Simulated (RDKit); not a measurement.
A run for RDKit: UFF on C4H4O (a complex), monomers drawn apart or pushed together.

```python
from rdkit import Chem
from rdkit.Chem import AllChem, rdDetermineBonds

blocks = [
'''2

C     0.24369359   -0.63466731    0.33126368
O     0.74888042    0.37026821    0.37715518
''',
'''7

C     0.52236081    1.16239950    3.47907534
C    -0.10247536    0.02318747    3.45411805
C    -0.72470465   -1.11779958    3.41209834
H     0.93730670    1.59235143    2.57427383
H     0.64851035    1.71751414    4.40132658
H    -1.79310777   -1.17072874    3.23725017
H    -0.19541991   -2.05356565    3.55006056
''',
]
mol = None
for b in blocks:
    f = Chem.MolFromXYZBlock(b)
    rdDetermineBonds.DetermineBonds(f, charge=0)
    mol = f if mol is None else Chem.CombineMols(mol, f)
Chem.SanitizeMol(mol)
print(Chem.MolToSmiles(Chem.RemoveHs(mol)))
ff = AllChem.UFFGetMoleculeForceField(mol, vdwThresh=100.0, ignoreInterfragInteractions=False)
e = ff.CalcEnergy()
print(f'UFF energy {e:.6f} kcal/mol')
```

The log:

```
C=C=C.[C-]#[O+]
UFF energy 0.544921 kcal/mol
```

The run finished.

Cost: very roughly 0.010 core-seconds.
